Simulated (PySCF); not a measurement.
**Atomic charges against the basis set**

C5H3F3.
Geometry (PBE0-D3(BJ)/def2-SVP, Å), atoms numbered from 1 in this order:
```xyz
11
C5H3F3 angstrom
F     -1.8320   -0.4064    1.3444
C     -0.5403   -0.5480    1.0162
C     -0.1806   -0.6452   -0.4440
C     -0.6939    0.7307   -0.7802
F     -0.2070    1.3421   -1.8684
C      0.1849    0.6407    0.4406
C      1.2411   -0.1896   -0.2413
F      2.0455   -0.9430    0.5199
H      0.0053   -1.1839    1.7171
H     -1.7570    0.9277   -0.6251
H      1.7600    0.2513   -1.0953
```

PBE0 throughout (PySCF), one geometry, spherical d and f functions. Isolated species at its PBE0-D3(BJ)/def2-SVP geometry, gas phase. Atoms taken as equivalent share a column and are averaged.

Mulliken charges (e):

| basis | functions | F1/F5/F8 | C2/C4/C7 | C3/C6 | H9/H10/H11 |
| --- | --- | --- | --- | --- | --- |
| STO-3G | 43 | -0.075 | +0.035 | -0.104 | +0.110 |
| 6-31G | 78 | -0.300 | +0.059 | +0.004 | +0.238 |
| pcSseg-0 | 78 | -0.333 | +0.285 | -0.404 | +0.317 |
| 6-31G* | 118 | -0.307 | +0.112 | -0.029 | +0.215 |
| cc-pVDZ | 127 | -0.184 | +0.237 | -0.175 | +0.064 |
| def2-SVP | 127 | -0.209 | +0.148 | -0.044 | +0.090 |
| aug-cc-pVDZ | 211 | -0.522 | +1.151 | -0.366 | -0.384 |
| 6-311+G(2d,p) | 234 | -0.289 | +0.076 | +0.060 | +0.174 |
| def2-TZVP | 266 | -0.188 | +0.010 | +0.055 | +0.141 |
| cc-pVTZ | 282 | -0.176 | +0.121 | -0.086 | +0.112 |
| IGLO-III | 310 | -0.269 | +0.296 | -0.201 | +0.107 |
| pcSseg-2 | 330 | -0.270 | +0.309 | -0.161 | +0.069 |

IAO charges (e):

```json
{"basis": "STO-3G", "functions": "43", "F1/F5/F8": "-0.097", "C2/C4/C7": "+0.024", "C3/C6": "-0.107", "H9/H10/H11": "+0.145"}
{"basis": "6-31G", "functions": "78", "F1/F5/F8": "-0.257", "C2/C4/C7": "+0.129", "C3/C6": "-0.095", "H9/H10/H11": "+0.191"}
{"basis": "pcSseg-0", "functions": "78", "F1/F5/F8": "-0.245", "C2/C4/C7": "+0.130", "C3/C6": "-0.115", "H9/H10/H11": "+0.191"}
{"basis": "6-31G*", "functions": "118", "F1/F5/F8": "-0.269", "C2/C4/C7": "+0.174", "C3/C6": "-0.113", "H9/H10/H11": "+0.171"}
{"basis": "cc-pVDZ", "functions": "127", "F1/F5/F8": "-0.270", "C2/C4/C7": "+0.173", "C3/C6": "-0.116", "H9/H10/H11": "+0.174"}
{"basis": "def2-SVP", "functions": "127", "F1/F5/F8": "-0.271", "C2/C4/C7": "+0.174", "C3/C6": "-0.111", "H9/H10/H11": "+0.171"}
{"basis": "aug-cc-pVDZ", "functions": "211", "F1/F5/F8": "-0.281", "C2/C4/C7": "+0.175", "C3/C6": "-0.112", "H9/H10/H11": "+0.181"}
{"basis": "6-311+G(2d,p)", "functions": "234", "F1/F5/F8": "-0.282", "C2/C4/C7": "+0.175", "C3/C6": "-0.112", "H9/H10/H11": "+0.182"}
{"basis": "def2-TZVP", "functions": "266", "F1/F5/F8": "-0.282", "C2/C4/C7": "+0.178", "C3/C6": "-0.114", "H9/H10/H11": "+0.180"}
{"basis": "cc-pVTZ", "functions": "282", "F1/F5/F8": "-0.280", "C2/C4/C7": "+0.177", "C3/C6": "-0.115", "H9/H10/H11": "+0.179"}
{"basis": "IGLO-III", "functions": "310", "F1/F5/F8": "-0.282", "C2/C4/C7": "+0.176", "C3/C6": "-0.113", "H9/H10/H11": "+0.182"}
{"basis": "pcSseg-2", "functions": "330", "F1/F5/F8": "-0.282", "C2/C4/C7": "+0.177", "C3/C6": "-0.113", "H9/H10/H11": "+0.180"}
```

Hirshfeld charges (e):

```tsv
basis	functions	F1/F5/F8	C2/C4/C7	C3/C6	H9/H10/H11
STO-3G	43	-0.038	+0.087	-0.124	+0.034
6-31G	78	-0.084	+0.076	-0.093	+0.069
pcSseg-0	78	-0.074	+0.070	-0.086	+0.061
6-31G*	118	-0.075	+0.075	-0.096	+0.064
cc-pVDZ	127	-0.062	+0.064	-0.093	+0.060
def2-SVP	127	-0.068	+0.069	-0.091	+0.060
aug-cc-pVDZ	211	-0.074	+0.061	-0.083	+0.068
6-311+G(2d,p)	234	-0.077	+0.064	-0.084	+0.069
def2-TZVP	266	-0.074	+0.064	-0.086	+0.067
cc-pVTZ	282	-0.070	+0.063	-0.087	+0.065
IGLO-III	310	-0.074	+0.061	-0.083	+0.068
pcSseg-2	330	-0.074	+0.062	-0.083	+0.068
```

Problem. Which scheme is steadiest as the basis changes?

Solution. Largest range over the bases for any column: Hirshfeld 0.05 e, IAO 0.19 e, Mulliken 1.14 e. Hirshfeld charges move least and Mulliken charges most, counted in e. Without the minimal STO-3G basis the ranges are Hirshfeld 0.02, IAO 0.05, Mulliken 1.14 e.

Problem. How much do the charges still move between the two largest bases, IGLO-III and pcSseg-2?

Solution. At most, over all atoms: Mulliken 0.040 e, IAO 0.001 e, Hirshfeld 0.001 e.

Problem. What do the same runs give for the total energy and the frontier levels?

Solution. 
```csv
basis,energy (Eh),HOMO (eV),LUMO (eV)
STO-3G,-484.5447,-5.73,2.61
6-31G,-491.0433,-8.32,-0.51
pcSseg-0,-490.0086,-8.69,-0.88
6-31G*,-491.1979,-8.20,-0.11
cc-pVDZ,-491.2381,-8.38,-0.33
def2-SVP,-490.8392,-8.47,-0.49
aug-cc-pVDZ,-491.2745,-8.58,-0.73
"6-311+G(2d,p)",-491.3588,-8.62,-0.78
def2-TZVP,-491.4084,-8.55,-0.61
cc-pVTZ,-491.3850,-8.51,-0.53
IGLO-III,-491.4152,-8.59,-0.71
pcSseg-2,-491.4048,-8.59,-0.69
```
